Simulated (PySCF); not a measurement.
Z-matrix (Å, degrees):
```
Ga
Cl 1 2.1591
Cl 1 2.1591 2 118.79
```
Charge 0, spin multiplicity 2.

Question: Estimate the total energy, dipole moment and highest occupied spin orbital that M06-2X/def2-TZVP // PBE0-D3(BJ)/def2-TZVP in PySCF 2.14.0 returns for this input.

Answer: 
| Item | Value |
|---|---|
| total energy | -2845.3347 Ha |
| dipole moment | 1.86 D |
| highest occupied spin orbital | -8.05 eV |
